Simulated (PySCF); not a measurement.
**Electron correlation in Au (gold, neutral)**

[Xe] 4f14 5d10 6s1, 2S determinant. All numbers are calculated (PySCF 2.14, scalar relativity through the core potential, in aug-cc-pVDZ-PP with ECP60MDF). Frozen: 5s2 5p6; 11 electrons correlated.

MP2 pair energies summed by pair of shells (mhartree):

```
 pair   energy  share (%)
5d-5d  -274.41       84.8
5d-6s   -49.06       15.2
```

Total MP2 correlation energy: -323.47 mhartree.

Same-spin part -113.66 and opposite-spin part -209.82 mhartree; SCS-MP2 scales them by 1/3 and 6/5 to -289.66 mhartree.
